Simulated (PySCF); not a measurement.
# CsAs⁺: energy against distance

Set-up: PySCF, scalar-relativistic core potentials, basis sets Cs def2-SVP with ECP46, As def2-SVP. Energies in eV from Cs⁺ + As in their ground configurations at the same level. State: ⁴Σ⁻ (quartet), unpaired electrons σ ↑, π ↑↑.

| R (Å) | revPBE | UHF-MP2 | UHF-SCS-MP2 |
| --- | --- | --- | --- |
| 3.498 | -0.0115 | -0.0153 | 0.0048 |
| 3.661 | -0.0703 | -0.0775 | -0.0608 |
| 3.824 | -0.1021 | -0.1086 | -0.0947 |
| 3.946 | -0.1145 | -0.1191 | -0.1069 |
| 4.068 | -0.1200 | -0.1224 | -0.1118 |
| 4.190 | -0.1213 | -0.1211 | -0.1118 |
| 4.353 | -0.1182 | -0.1151 | -0.1073 |
| 4.556 | -0.1103 | -0.1044 | -0.0980 |
| 4.800 | -0.0985 | -0.0905 | -0.0854 |
| 5.126 | -0.0821 | -0.0734 | -0.0695 |

Q: Put a parabola through the three lowest points of the revPBE curve and estimate Re, k and ωe (reduced mass 47.91 u; 1 eV/Å² = 0.16022 mdyn/Å; ωe = 1302.8·√(k/μ) cm⁻¹).

A: Through R = 4.068, 4.19, 4.353 Å the second-order coefficient is 0.104 eV/Å², so Re ≈ 4.180 Å, k ≈ 0.0334 mdyn/Å and ωe ≈ 34 cm⁻¹. A polynomial fit of higher order to the unrounded revPBE energies gives Re = 4.166 Å, k = 0.0351 mdyn/Å, ωe = 35.3 cm⁻¹; anharmonicity and rounding make the difference.

The higher-order fit for each curve: revPBE: Re = 4.166 Å, ωe = 35.3 cm⁻¹, De = 0.121 eV; UHF-MP2: Re = 4.087 Å, ωe = 40.3 cm⁻¹, De = 0.122 eV; UHF-SCS-MP2: Re = 4.127 Å, ωe = 38.3 cm⁻¹, De = 0.112 eV.

Correlated steps freeze 9 core orbitals. The bond is weak. Basis-set superposition, not corrected here, can be much of De in a small basis, most of all at correlated wavefunction levels. These are scalar-relativistic numbers at best; spin–orbit coupling would shift them, the dissociation energy most. For an ion De counts to the pair picked by the measured ionisation energies or electron affinities, which need not be the lowest pair at this level. The state was picked by a PBE0 search and need not be the measured ground state.
